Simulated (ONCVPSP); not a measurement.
## What the settings do to the ONCV potential of gallium

Base potential:

| Property | Result |
| --- | --- |
| Element | gallium (Ga) |
| Generator | ONCVPSP 4.0.1 |
| Type | optimised norm-conserving Vanderbilt (ONCV) |
| Functional | revPBE |
| Relativity | scalar-relativistic |
| Frozen core | [Ne] |
| Valence charge | 21 |
| Reference configuration | 3s2 3p6 3d10 (charge +3) |
| Partial waves | 3s: rc 0.85 bohr, ncon 3, nbas 6, qcut 14.2 1/bohr, 1 projector; 3p: rc 0.75 bohr, ncon 4, nbas 8, qcut 8.7 1/bohr, 2 projectors, debl 2.2 Ha; 3d: rc 0.85 bohr, ncon 4, nbas 9, qcut 18.3 1/bohr, 2 projectors, debl 2.8 Ha |
| Local potential | polynomial inside 0.55 bohr (lpopt 5, dvloc0 2 Ha) |
| Core correction | Teter function, fcfact 5.25, rcfact 1 |

In the p channel the program set the typed energies aside and used -4.866, 0.250 Ha.

All-electron outer shells of the reference configuration (revPBE, scalar-relativistic, ld1.x):

```tsv
shell	level (eV)	outermost node (bohr)	outermost maximum (bohr)
3s	-181.75	0.27	0.56
3p	-132.42	0.24	0.56
3d	-52.36	–	0.54
```

Cutoffs, loose and tight: the cutoffs (Ha) at which the residual kinetic energy of the hardest occupied pseudo-wave falls to 1 and 0.1 mHa per electron. They do not see the model core or the augmentation charge, which bear on the density cutoff. Test errors are all-electron minus pseudo excitation energies from the reference, over the configurations 3s2 3p6 3d10 4s2 4p1; 3s2 3p6 3d10 4s2; 3s2 3p6 3d10 4s1; 3s2 3p6 3d9. A dash means not determined; rows that change the core or the reference have their own tests. The largest error is taken over the tests solved by every variant that gives reliable tests at all: 3s2 3p6 3d10 4s1; 3s2 3p6 3d10 4s2; 3s2 3p6 3d9.

```tsv
change	outcome	cutoff, loose	cutoff, tight	bound ghosts	GHOST(+) flags above zero	largest test error (meV)
base	generated, projector energies reset by the program	132 Ha	244 Ha	none	none	+980
d: rc 0.58	generated, projector energies reset by the program	448 Ha	908 Ha	none	none	+982
d: rc 0.68	generated, projector energies reset by the program	158 Ha	431 Ha	none	none	+980
d: rc 0.76	generated, projector energies reset by the program	144 Ha	244 Ha	none	none	+980
d: rc 0.84	generated, projector energies reset by the program	134 Ha	244 Ha	none	none	+980
d: rc 0.9	generated, projector energies reset by the program	127 Ha	244 Ha	none	none	+980
d: rc 0.98	generated, projector energies reset by the program	118 Ha	244 Ha	none	none	+980
d: rc 1.14	generated, projector energies reset by the program	104 Ha	244 Ha	none	none	+977
```

(1) What comes out with this change to the base: d: rc 1.22?

(2) What comes out with this change to the base: d: rc 1.1?

## Answers

(1) outcome: generated, projector energies reset by the program; cutoff, loose: 93 Ha; cutoff, tight: 244 Ha; bound ghosts: none; GHOST(+) flags above zero: none; largest test error (meV): +977.

(2) outcome: generated, projector energies reset by the program; cutoff, loose: 108 Ha; cutoff, tight: 244 Ha; bound ghosts: none; GHOST(+) flags above zero: none; largest test error (meV): +977.

Reading the sweep of the d radius (base included, trends over the rows without a ghost): The loose cutoff falls from 448 Ha at 0.58 to 93 Ha at 1.22 bohr. A larger radius leaves more room for a smooth pseudo-wave, so fewer plane waves are needed; a smaller one forces it to follow the all-electron wave where it bends sharply.
